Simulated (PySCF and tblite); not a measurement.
Values are calculated unless marked as measured or tabulated.
2 diastereomers of C5H6ClFO, numbered alike:

```
isomer                                                    SMILES  descriptors (one enantiomer)
     A  [F:1][C@@H:2]1[CH2:3][O:4][C@@H:5]2[CH2:6][C@:7]12[Cl:8]                    2R, 5R, 7R
     B   [F:1][C@H:2]1[CH2:3][O:4][C@@H:5]2[CH2:6][C@:7]12[Cl:8]                    2S, 5R, 7R
```

Each isomer is a Boltzmann average at 298.15 K over at most 6 conformers: GFN2-xTB geometries, energies PBE0/pcSseg-1 (D3(BJ) added where defined), GIAO shieldings PBE0/pcSseg-1, GFN2-xTB thermal terms. Programs: PySCF with density fitting and tblite.

Question: What shifts does each isomer give (ppm; of two unlike H on one atom, a is the less shielded)?

Answer: 
A: ¹H (against TMS): 5.78 (H2, 1H), 4.49 (H3a, 1H), 3.96 (H5, 1H), 3.77 (H3b, 1H), 1.92 (H6a, 1H), 1.09 (H6b, 1H). ¹³C (against TMS): 103.8 (C2), 75.4 (C3), 71.1 (C5), 53.5 (C7), 22.2 (C6). ¹⁹F (against CFCl3): -217.8 (F1).

B: ¹H (against TMS): 5.01 (H2, 1H), 4.56 (H3a, 1H), 4.11 (H5, 1H), 3.90 (H3b, 1H), 0.94 (H6a, 1H), 0.89 (H6b, 1H). ¹³C (against TMS): 99.2 (C2), 77.7 (C3), 69.8 (C5), 51.5 (C7), 19.9 (C6). ¹⁹F (against CFCl3): -196.3 (F1).

Question: Which carbons tell the isomers apart best?

Answer: C2: 103.8 in A, 99.2 in B; C6: 22.2 in A, 19.9 in B; C3: 75.4 in A, 77.7 in B ppm.

Unscaled ¹⁹F shifts at such levels can be off by tens of ppm; differences between conformers or isomers are more reliable. Shifts are unscaled: against experiment ¹³C can be off by 15 ppm or more and ¹H by 0.8 ppm.
